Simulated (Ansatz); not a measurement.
A short molecular-dynamics run on B₈N₈H₂₂, a nanocrystal cut from wurtzite BN (hydrogen-capped).

```yaml
crystal:
  periodic: [false, false, false]
  atoms:
    - {symbol: B, position_ang: [0.333503, -2.823854, -0.845262]}
    - {symbol: N, position_ang: [0.332992, -2.760865, 0.763112]}
    - {symbol: N, position_ang: [0.341812, -1.301022, -1.301884]}
    - {symbol: B, position_ang: [-0.963369, -0.554207, -0.821100]}
    - {symbol: B, position_ang: [0.354314, -1.280328, 1.348181]}
    - {symbol: N, position_ang: [-0.905123, -0.523180, 0.783388]}
    - {symbol: N, position_ang: [-0.956378, 0.950620, -1.298523]}
    - {symbol: B, position_ang: [-2.277732, 1.705603, -0.838526]}
    - {symbol: B, position_ang: [-0.928960, 0.944860, 1.351493]}
    - {symbol: N, position_ang: [-2.222012, 1.668925, 0.769702]}
    - {symbol: B, position_ang: [1.645870, -0.586259, -0.816615]}
    - {symbol: N, position_ang: [1.602915, -0.535303, 0.771486]}
    - {symbol: N, position_ang: [1.594434, 0.921291, -1.323957]}
    - {symbol: B, position_ang: [0.316131, 1.719996, -0.813164]}
    - {symbol: B, position_ang: [1.652499, 0.950977, 1.351954]}
    - {symbol: N, position_ang: [0.340513, 1.653753, 0.774756]}
    - {symbol: H, position_ang: [-0.693478, -3.380151, -1.229988]}
    - {symbol: H, position_ang: [1.358093, -3.389464, -1.226054]}
    - {symbol: H, position_ang: [-0.482269, -3.260484, 1.140971]}
    - {symbol: H, position_ang: [1.140580, -3.273163, 1.140284]}
    - {symbol: H, position_ang: [0.333718, -1.351412, -2.329110]}
    - {symbol: H, position_ang: [-1.967381, -1.132398, -1.223547]}
    - {symbol: H, position_ang: [0.356831, -1.326813, 2.574567]}
    - {symbol: H, position_ang: [-1.736933, -1.003457, 1.147487]}
    - {symbol: H, position_ang: [-1.005384, 0.971050, -2.325642]}
    - {symbol: H, position_ang: [-3.274348, 1.097205, -1.224227]}
    - {symbol: H, position_ang: [-2.253644, 2.876835, -1.215805]}
    - {symbol: H, position_ang: [-0.966330, 0.967615, 2.577988]}
    - {symbol: H, position_ang: [-3.062100, 1.211783, 1.146977]}
    - {symbol: H, position_ang: [-2.261315, 2.623362, 1.149695]}
    - {symbol: H, position_ang: [2.664269, -1.129463, -1.239159]}
    - {symbol: H, position_ang: [2.448755, -0.989156, 1.135511]}
    - {symbol: H, position_ang: [1.685459, 0.975368, -2.346924]}
    - {symbol: H, position_ang: [2.424434, 1.399292, -0.936006]}
    - {symbol: H, position_ang: [0.355837, 2.874437, -1.233197]}
    - {symbol: H, position_ang: [1.634017, 0.938453, 2.579171]}
    - {symbol: H, position_ang: [2.668010, 1.537219, 0.941130]}
    - {symbol: H, position_ang: [0.371760, 2.612358, 1.140878]}
basis:
  gaussian: {orbitals: "6-31G*"}
hamiltonian: {xc: {name: r2SCAN}, dispersion: d4}
md: {timestep: 0.5 fs, n_steps: 15, ensemble: nvt_nose_hoover, temperature: 500, initial_velocities: maxwell_boltzmann, seed: 768}
scf: {omitted_lower_state_checks: [starts]}
```

```sh
$ ansatz run in.yaml --threads 2 --pin off --events-out ev --progress --plain --max-ram 32768MiB --backend cuda --devices 0, --max-vram 18GiB
```

```tsv
step	time (fs)	potential energy (eV)	kinetic (eV)	T (K)	conserved (eV)
0	0.0	-17694.1355	2.3267	500	-17691.8088
1	0.5	-17694.1059	2.2972	494	-17691.8088
2	1.0	-17693.9889	2.1818	469	-17691.8071
3	1.5	-17693.8112	2.0069	431	-17691.8043
4	2.0	-17693.6173	1.8158	390	-17691.8015
5	2.5	-17693.4513	1.6513	355	-17691.8000
6	3.0	-17693.3359	1.5355	330	-17691.8005
7	3.5	-17693.2640	1.4619	314	-17691.8023
8	4.0	-17693.2078	1.4039	302	-17691.8042
9	4.5	-17693.1375	1.3327	286	-17691.8052
10	5.0	-17693.0355	1.2309	265	-17691.8052
11	5.5	-17692.9012	1.0977	236	-17691.8042
12	6.0	-17692.7487	0.9468	203	-17691.8028
13	6.5	-17692.6001	0.7999	172	-17691.8013
14	7.0	-17692.4784	0.6794	146	-17691.8002
15	7.5	-17692.3999	0.6014	129	-17691.7999
```

Velocities are drawn at the set temperature; a run this short doesn't reach equilibrium.

The 6-31G sets use Cartesian d functions.

Frames (Å, forces in eV/Å):

```xyz
38
time=0.0 fs
B     0.334   -2.824   -0.845   -0.001   -0.370   -0.307
N     0.333   -2.761    0.763   -0.002   -0.248    0.230
N     0.342   -1.301   -1.302    0.016    0.050   -0.142
B    -0.963   -0.554   -0.821   -0.319   -0.184   -0.171
B     0.354   -1.280    1.348    0.018    0.023    0.430
N    -0.905   -0.523    0.783   -0.122   -0.070    0.021
N    -0.956    0.951   -1.299    0.051   -0.011   -0.142
B    -2.278    1.706   -0.839   -0.321    0.185   -0.306
B    -0.929    0.945    1.351    0.030    0.003    0.431
N    -2.222    1.669    0.770   -0.216    0.121    0.230
B     1.646   -0.586   -0.817    0.311   -0.232   -0.137
N     1.603   -0.535    0.771    0.104   -0.117    0.007
N     1.594    0.921   -1.324    0.263    0.152   -0.084
B     0.316    1.720   -0.813   -0.045    0.386   -0.136
B     1.652    0.951    1.352    0.283    0.162    0.350
N     0.341    1.654    0.775   -0.049    0.149    0.007
H    -0.693   -3.380   -1.230    0.284    0.197    0.129
H     1.358   -3.389   -1.226   -0.282    0.201    0.128
H    -0.482   -3.260    1.141    0.238    0.162   -0.127
H     1.141   -3.273    1.140   -0.239    0.166   -0.127
H     0.334   -1.351   -2.329    0.006    0.022    0.268
H    -1.967   -1.132   -1.224    0.288    0.166    0.131
H     0.357   -1.327    2.575   -0.002    0.025   -0.360
H    -1.737   -1.003    1.147    0.214    0.123   -0.101
H    -1.005    0.971   -2.326    0.022   -0.006    0.268
H    -3.274    1.097   -1.224    0.313    0.146    0.129
H    -2.254    2.877   -1.216    0.033   -0.345    0.126
H    -0.966    0.968    2.578    0.020   -0.013   -0.360
H    -3.062    1.212    1.147    0.260    0.126   -0.126
H    -2.261    2.623    1.150    0.025   -0.289   -0.128
H     2.664   -1.129   -1.239   -0.289    0.152    0.133
H     2.449   -0.989    1.136   -0.231    0.125   -0.108
H     1.685    0.975   -2.347   -0.043   -0.025    0.298
H     2.424    1.399   -0.936   -0.292   -0.168   -0.210
H     0.356    2.874   -1.233   -0.013   -0.327    0.133
H     1.634    0.938    2.579   -0.034   -0.019   -0.370
H     2.668    1.537    0.941   -0.274   -0.158    0.099
H     0.372    2.612    1.141   -0.007   -0.262   -0.108
38
time=1.5 fs
B     0.341   -2.805   -0.851   -0.844   -1.004    0.009
N     0.325   -2.770    0.773    2.128    0.800   -0.481
N     0.338   -1.294   -1.299    0.391   -0.416   -0.356
B    -0.981   -0.579   -0.812   -0.114    0.556   -0.636
B     0.349   -1.268    1.344    0.179   -0.380    0.760
N    -0.905   -0.526    0.781    0.764    0.580   -0.378
N    -0.948    0.947   -1.305   -0.056   -0.036    1.480
B    -2.273    1.698   -0.826   -0.098   -0.351   -0.537
B    -0.925    0.952    1.350   -0.213   -0.161    0.514
N    -2.226    1.663    0.767    0.574   -1.376   -0.834
B     1.665   -0.597   -0.833   -1.104    0.606    0.373
N     1.603   -0.526    0.764    0.845   -0.797    0.501
N     1.591    0.931   -1.330    0.910    0.086    0.462
B     0.309    1.740   -0.805    0.239   -1.093    0.116
B     1.653    0.952    1.355    0.050   -0.050    0.845
N     0.352    1.644    0.777   -0.460    0.104   -0.147
H    -0.710   -3.361   -1.272    0.678    0.399    0.422
H     1.322   -3.436   -1.181    0.128    0.295   -0.173
H    -0.464   -3.235    1.121   -1.738   -0.885    0.662
H     1.119   -3.312    1.179   -0.573    0.597   -0.475
H     0.371   -1.384   -2.326   -0.236    0.200    0.355
H    -2.018   -1.124   -1.214    0.619    0.155    0.210
H     0.340   -1.331    2.587    0.062    0.144   -0.685
H    -1.712   -0.996    1.131   -0.872   -0.462    0.464
H    -0.977    0.987   -2.302   -0.131   -0.042   -1.046
H    -3.253    1.098   -1.207   -0.025   -0.096    0.001
H    -2.261    2.829   -1.229    0.062    0.343    0.056
H    -1.001    0.986    2.578    0.177   -0.083   -0.426
H    -3.069    1.243    1.135   -0.245   -0.276    0.175
H    -2.242    2.586    1.093   -0.030    1.878    0.767
H     2.630   -1.131   -1.262    0.529   -0.241   -0.142
H     2.443   -1.008    1.169   -0.821    0.547   -0.514
H     1.667    0.995   -2.353    0.164    0.037    0.320
H     2.453    1.361   -0.900   -0.931   -0.190   -0.746
H     0.367    2.863   -1.181   -0.083    0.551   -0.258
H     1.637    0.955    2.607   -0.046   -0.112   -0.823
H     2.638    1.543    0.956    0.194    0.048   -0.076
H     0.403    2.603    1.109   -0.073    0.130    0.240
38
time=3.0 fs
B     0.346   -2.787   -0.856   -1.313   -1.457    0.368
N     0.320   -2.779    0.782    2.082    1.209   -0.699
N     0.334   -1.287   -1.297    0.756   -0.767   -0.349
B    -0.999   -0.603   -0.805    0.263    1.261   -0.948
B     0.343   -1.256    1.340    0.317   -0.723    0.802
N    -0.904   -0.528    0.779    0.854    0.767   -0.437
N    -0.940    0.944   -1.310   -0.214    0.009    2.058
B    -2.268    1.690   -0.815    0.138   -0.762   -0.770
B    -0.921    0.959    1.349   -0.419   -0.315    0.437
N    -2.230    1.655    0.763    1.035   -1.176   -1.001
B     1.683   -0.606   -0.848   -2.314    1.315    0.867
N     1.605   -0.518    0.758    0.903   -1.092    0.661
N     1.589    0.940   -1.335    0.965   -0.249    0.873
B     0.302    1.758   -0.797    0.468   -2.333    0.273
B     1.653    0.953    1.360   -0.142   -0.251    0.979
N     0.364    1.635    0.780   -0.855    0.213   -0.221
H    -0.712   -3.333   -1.304    0.762    0.415    0.576
H     1.289   -3.477   -1.140    0.465    0.358   -0.422
H    -0.479   -3.226    1.114   -2.037   -0.936    0.710
H     1.086   -3.340    1.208   -0.379    0.618   -0.528
H     0.404   -1.412   -2.316   -0.448    0.340    0.196
H    -2.056   -1.112   -1.200    0.731    0.049    0.197
H     0.324   -1.333    2.585    0.126    0.242   -0.705
H    -1.704   -0.997    1.125   -1.156   -0.591    0.675
H    -0.952    1.002   -2.300   -0.219   -0.078   -1.364
H    -3.233    1.097   -1.190   -0.379   -0.348   -0.144
H    -2.268    2.789   -1.241    0.073    0.921   -0.027
H    -1.032    1.002    2.569    0.315   -0.145   -0.303
H    -3.081    1.269    1.126   -0.495   -0.455    0.366
H    -2.223    2.586    1.052   -0.034    2.124    0.911
H     2.607   -1.138   -1.289    1.173   -0.559   -0.381
H     2.421   -1.015    1.191   -0.710    0.583   -0.614
H     1.653    1.016   -2.353    0.335    0.080    0.108
H     2.462    1.320   -0.880   -0.936    0.110   -0.930
H     0.377    2.863   -1.133   -0.126    1.235   -0.554
H     1.638    0.970    2.618   -0.063   -0.202   -0.916
H     2.612    1.550    0.969    0.614    0.238   -0.233
H     0.432    2.596    1.083   -0.134    0.353    0.487
38
time=4.5 fs
B     0.349   -2.773   -0.861   -1.310   -1.788    0.717
N     0.318   -2.785    0.790   -0.499    0.867   -0.390
N     0.331   -1.282   -1.295    1.030   -0.951   -0.165
B    -1.017   -0.624   -0.799    0.817    1.874   -1.069
B     0.339   -1.246    1.339    0.418   -0.977    0.556
N    -0.902   -0.529    0.775   -0.211    0.273    0.010
N    -0.933    0.941   -1.312   -0.385    0.165    1.142
B    -2.263    1.680   -0.805    0.196   -0.789   -1.167
B    -0.918    0.965    1.349   -0.562   -0.456    0.230
N    -2.232    1.646    0.758    0.918    0.980   -0.196
B     1.695   -0.613   -0.862   -2.693    1.533    1.031
N     1.607   -0.511    0.752    0.315   -0.945    0.428
N     1.589    0.950   -1.339    0.398   -0.733    0.877
B     0.297    1.771   -0.789    0.696   -2.640    0.152
B     1.653    0.954    1.367   -0.086   -0.308    0.663
N     0.373    1.626    0.782   -1.171    0.692   -0.149
H    -0.699   -3.297   -1.325    0.550    0.258    0.578
H     1.265   -3.510   -1.107    0.616    0.466   -0.572
H    -0.535   -3.235    1.120   -0.179    0.106   -0.031
H     1.045   -3.354    1.226    0.233    0.224   -0.268
H     0.427   -1.433   -2.302   -0.585    0.414   -0.139
H    -2.078   -1.100   -1.182    0.606   -0.134    0.083
H     0.311   -1.329    2.568    0.185    0.301   -0.420
H    -1.719   -1.010    1.132   -0.259   -0.040    0.352
H    -0.932    1.015   -2.324   -0.270   -0.179   -0.245
H    -3.220    1.088   -1.176   -0.555   -0.480   -0.234
H    -2.273    2.768   -1.254    0.064    1.031    0.001
H    -1.056    1.015    2.553    0.412   -0.190   -0.024
H    -3.102    1.286    1.124   -0.124   -0.293    0.286
H    -2.205    2.627    1.030   -0.120    0.028    0.381
H     2.608   -1.156   -1.322    1.083   -0.465   -0.301
H     2.385   -1.011    1.201    0.045    0.201   -0.352
H     1.646    1.038   -2.350    0.425    0.089   -0.131
H     2.452    1.281   -0.879   -0.271    0.617   -0.679
H     0.384    2.888   -1.098   -0.186    1.091   -0.582
H     1.638    0.980    2.610   -0.080   -0.274   -0.647
H     2.599    1.562    0.978    0.754    0.269   -0.281
H     0.458    2.596    1.067   -0.214    0.164    0.552
38
time=6.0 fs
B     0.350   -2.762   -0.864   -0.851   -1.978    1.058
N     0.315   -2.790    0.798   -2.700    0.827   -0.351
N     0.330   -1.278   -1.294    1.170   -0.991    0.008
B    -1.032   -0.642   -0.796    1.495    2.373   -1.008
B     0.335   -1.238    1.338    0.498   -1.131    0.075
N    -0.900   -0.529    0.772   -1.329   -0.257    0.503
N    -0.926    0.938   -1.312   -0.543    0.331    0.076
B    -2.258    1.669   -0.797   -0.026   -0.470   -1.743
B    -0.916    0.970    1.350   -0.627   -0.588   -0.038
N    -2.233    1.638    0.752    0.504    2.537    0.592
B     1.703   -0.616   -0.873   -2.285    1.296    0.843
N     1.611   -0.506    0.747   -0.521   -0.559   -0.014
N     1.589    0.958   -1.342   -0.457   -1.159    0.420
B     0.292    1.779   -0.780    0.934   -2.084   -0.168
B     1.652    0.954    1.375    0.258   -0.192   -0.091
N     0.381    1.618    0.784   -1.387    1.323    0.000
H    -0.674   -3.256   -1.334    0.064   -0.059    0.432
H     1.255   -3.533   -1.087    0.579    0.627   -0.620
H    -0.596   -3.243    1.127    1.384    0.845   -0.539
H     1.009   -3.364    1.238    0.808   -0.256    0.066
H     0.438   -1.445   -2.291   -0.642    0.434   -0.431
H    -2.087   -1.090   -1.163    0.293   -0.351   -0.103
H     0.302   -1.319    2.543    0.227    0.312    0.100
H    -1.740   -1.024    1.146    0.721    0.547   -0.057
H    -0.917    1.024   -2.354   -0.307   -0.282    0.966
H    -3.218    1.070   -1.167   -0.439   -0.412   -0.221
H    -2.276    2.768   -1.266    0.044    0.637    0.177
H    -1.071    1.025    2.538    0.457   -0.213    0.303
H    -3.126    1.296    1.129    0.537   -0.029    0.051
H    -2.190    2.670    1.016   -0.236   -1.642    0.015
H     2.632   -1.183   -1.362    0.360    0.006    0.093
H     2.350   -1.002    1.204    1.010   -0.374    0.099
H     1.647    1.062   -2.350    0.409    0.051   -0.182
H     2.437    1.256   -0.892    0.717    1.114   -0.144
H     0.387    2.935   -1.074   -0.271    0.219   -0.411
H     1.637    0.984    2.588   -0.092   -0.317   -0.063
H     2.602    1.579    0.981    0.550    0.098   -0.189
H     0.480    2.599    1.062   -0.306   -0.229    0.493
38
time=7.5 fs
B     0.349   -2.755   -0.866   -0.106   -1.976    1.365
N     0.308   -2.794    0.804   -3.067    0.877   -0.392
N     0.331   -1.275   -1.293    1.168   -0.958   -0.036
B    -1.045   -0.655   -0.794    2.135    2.722   -0.837
B     0.332   -1.232    1.338    0.587   -1.186   -0.450
N    -0.900   -0.530    0.769   -1.739   -0.393    0.722
N    -0.919    0.935   -1.311   -0.704    0.398   -0.233
B    -2.253    1.657   -0.793   -0.431   -0.085   -2.288
B    -0.915    0.974    1.351   -0.620   -0.721   -0.248
N    -2.233    1.633    0.747    0.267    2.847    0.963
B     1.706   -0.617   -0.883   -1.652    0.979    0.578
N     1.613   -0.502    0.742   -0.741   -0.512   -0.124
N     1.588    0.964   -1.344   -0.653   -1.210    0.001
B     0.290    1.783   -0.772    1.114   -1.339   -0.484
B     1.653    0.954    1.383    0.702   -0.020   -1.025
N     0.387    1.612    0.785   -1.522    1.719    0.129
H    -0.648   -3.216   -1.333   -0.591   -0.468    0.180
H     1.257   -3.542   -1.080    0.431    0.774   -0.592
H    -0.628   -3.234    1.122    1.782    0.933   -0.589
H     0.990   -3.379    1.251    0.762   -0.265    0.062
H     0.434   -1.447   -2.289   -0.639    0.437   -0.455
H    -2.091   -1.088   -1.145   -0.047   -0.529   -0.289
H     0.298   -1.302    2.520    0.242    0.280    0.647
H    -1.746   -1.026    1.160    1.028    0.728   -0.223
H    -0.909    1.027   -2.364   -0.312   -0.310    1.349
H    -3.226    1.043   -1.162   -0.112   -0.186   -0.132
H    -2.279    2.782   -1.275    0.024    0.050    0.385
H    -1.076    1.029    2.528    0.457   -0.217    0.519
H    -3.138    1.306    1.134    0.907    0.075   -0.110
H    -2.180    2.680    1.002   -0.282   -1.969   -0.043
H     2.663   -1.210   -1.400   -0.405    0.500    0.510
H     2.336   -1.001    1.209    1.289   -0.546    0.201
H     1.657    1.088   -2.353    0.290   -0.035   -0.033
H     2.436    1.253   -0.909    1.056    1.251    0.158
H     0.384    2.987   -1.060   -0.329   -0.707   -0.225
H     1.633    0.981    2.565   -0.092   -0.323    0.637
H     2.616    1.598    0.979    0.173   -0.167   -0.016
H     0.495    2.597    1.068   -0.368   -0.447    0.415
```

Run time 74 s (2 threads of AMD EPYC 7R13 on a shared host and a share (18 GiB) of an NVIDIA H100 80GB HBM3).
